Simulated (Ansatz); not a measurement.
Reaction (cleavage of the Si–Ga bond): `O[SiH2][GaH][Br]` + `O[Si](O)(O)O` → `O[SiH2]O[Si](O)(O)O` + `[GaH2][Br]`

Gas-phase electronic energies from Ansatz, PBE0-D4/def2-TZVP geometries. CCSD(T)/CBS adds triple-zeta CCSD(T) − MP2 to the extrapolated MP2 energy (def2 sets, frozen cores). This one scheme is used for every species. Functionals use def2-TZVPP. For Br, Ga outer-core shells are correlated without core-valence functions, which leaves a few kJ/mol of doubt a bond. Scalar relativity is left out up to krypton. Each species was taken in one conformer, which may not be the lowest.

| level | ΔE (kJ/mol) |
| --- | --- |
| ωB97X-V | -122.3 |
| PBE0 | -104.6 |
| MP2/def2-QZVPP | -126.7 |
| HF/CBS(def2) | -144.3 |

(1) What does CCSD(T)/CBS give? (An estimate is asked.)

Largest T1 diagnostic among the species: 0.012.

## Answers

(1) Computed: -120.4 kJ/mol. The listed levels differ from it by -1.9, 15.8, -6.3, -23.9 kJ/mol.

In def2-TZVPP, CCSD(T) changes the Hartree–Fock value by +18.1 kJ/mol (the triples alone add +1.8 kJ/mol) and MP2 by +13.8 kJ/mol. The D4 term adds −4.6 kJ/mol with B3LYP and −2.7 kJ/mol with PBE0; it sums over pairs of atoms, weighted by their polarisabilities, and B3LYP, whose exchange is more repulsive, gets the larger term.

CCSD(T)/CBS has its own doubt, a few kJ/mol and more with outer-core shells, so smaller differences from it don't rank the levels.

B3LYP here is the variant with VWN-RPA as its local correlation; programs differ in this.
